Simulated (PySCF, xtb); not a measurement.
ZrF₃Cl, SMILES [Cl][Zr]([F])([F])[F], multiplicity 1.

Harmonic wavenumbers (cm⁻¹) from GFN2-xTB (xtb) at its own minimum, in rising order: 130, 130, 138, 138, 141, 409, 527, 573, 574.

Task: What does r2SCAN-D4/def2-SVP in PySCF give at its own minimum? (An estimate is asked for; the answer gives what the named calculation found.)

Result: 125, 125, 159, 159, 161, 415, 691, 710, 711. Paired by order, the mean absolute difference is 57 cm⁻¹ and the zero-point energies are 3.9 and 4.7 kcal/mol.
